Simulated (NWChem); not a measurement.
Species: BGeH3F2; SMILES [B](F)(F)[GeH3]

```xyz
7

B     -0.0004     1.0399    -0.0052
F     -1.1213     1.7330     0.0044
F      1.1210     1.7324     0.0046
Ge    -0.0012    -1.0362    -0.0040
H     -0.0046    -1.5427     1.4512
H     -1.2549    -1.5855    -0.7049
H      1.2550    -1.5867    -0.6996
```
Atoms are numbered in this order, from 1.

Level: PBE0/def2-SVP (NWChem), optimised geometry, unscaled harmonic frequencies. 

```csv
frequency (cm⁻¹),IR intensity (km/mol)
24,0.0
191,1.3
299,10.6
351,26.6
522,27.5
604,18.6
613,0.3
814,122.9
885,20.8
891,31.7
1245,285.6
1404,236.6
2153,74.7
2167,64.9
2171,115.2
```

```json
{
  "zero_point_energy": "20.5 kcal/mol",
  "thermal correction to the enthalpy at 298.15 K (with zero-point energy)": "24.7 kcal/mol",
  "heat capacity Cv": "18.2 cal/(mol K)",
  "entropy at 298.15 K and 1 atm (symmetry number 1)": "79.9 cal/(mol K)",
  "dipole_moment": "0.65 D"
}
```

Rigid rotor and harmonic oscillator; modes under 100 cm⁻¹ make the entropy uncertain.
